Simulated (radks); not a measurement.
Results of a calculation; reference values are marked as such.
S4+, 12 electrons, occupied as [He] 2s2 2p5 3s2 3d1 (not the ground configuration). Code: a radial shooting solver on a logarithmic mesh with Libxc functionals. Model: Dirac Kohn-Sham, PBE, spin-unpolarised, spherical densities, point nucleus; open shells fill j = l - 1/2 first. Some entries of the table are withheld. Estimate them.

orbital,occ.,eigenvalue (Ry),<r> (bohr)
1s1/2,2,-184.4042,0.09680
2s1/2,2,-21.75763,0.4661
2p1/2,2,-17.93700,0.4228
2p3/2,3,-17.83628,0.4249
3s1/2,2,(1),1.394
3d3/2,1,-2.98678,(2)
3d5/2,0,-2.98563,(3)

Answer. 
(1) 3s1/2 eigenvalue (Ry): -5.27914
(2) 3d3/2 <r> (bohr): 1.599
(3) 3d5/2 <r> (bohr): 1.600
